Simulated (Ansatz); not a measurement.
`C[SiH](N)[CH2][AlH2]`, relaxed with RKS PBE0-D4/def2-TZVP in Ansatz 0.2.0 from a PBE-D4/def2-SVP geometry. The force threshold is 0.005 eV/Å; the program also tests the step.

The species carries charge 0 and has multiplicity 1.

Start:

```xyz
15

C     1.003   -1.601    0.070
Si    0.310   -0.082    0.956
N     1.462    1.224    0.753
C    -1.426    0.286    0.277
Al   -1.419    0.592   -1.656
H     1.983   -1.898    0.495
H     1.161   -1.402   -1.013
H     0.311   -2.465    0.150
H     0.232   -0.327    2.443
H     1.722    1.495   -0.200
H     1.331    2.069    1.317
H    -1.775    1.211    0.791
H    -2.123   -0.537    0.549
H    -0.607    1.840   -2.262
H    -2.164   -0.404   -2.670
```

**Question.** By how much does the energy fall, and how many steps does the optimiser take? (Estimate.)

**Answer.** Computed: 6.28 kJ/mol, in 18 steps, 3 of them rejected.

**Question.** Which bonds change most? (Best estimate.)

**Answer.** Ansatz gave: Si2–N3 from 1.753 to 1.724 Å; Si2–C4 from 1.900 to 1.873 Å; C1–Si2 from 1.890 to 1.872 Å; Si2–H9 from 1.509 to 1.491 Å.

**Question.** Give the relaxed structure. (Estimate.)

**Answer.** Computed: 
```xyz
15

C     0.975   -1.535    0.003
Si    0.301   -0.063    0.944
N     1.423    1.239    0.808
C    -1.405    0.327    0.278
Al   -1.407    0.467   -1.660
H     1.921   -1.875    0.428
H     1.168   -1.280   -1.046
H     0.271   -2.372    0.016
H     0.236   -0.368    2.402
H     1.640    1.642   -0.090
H     1.457    1.941    1.529
H    -1.717    1.280    0.723
H    -2.116   -0.443    0.598
H    -0.500    1.570   -2.366
H    -2.247   -0.531   -2.568
```
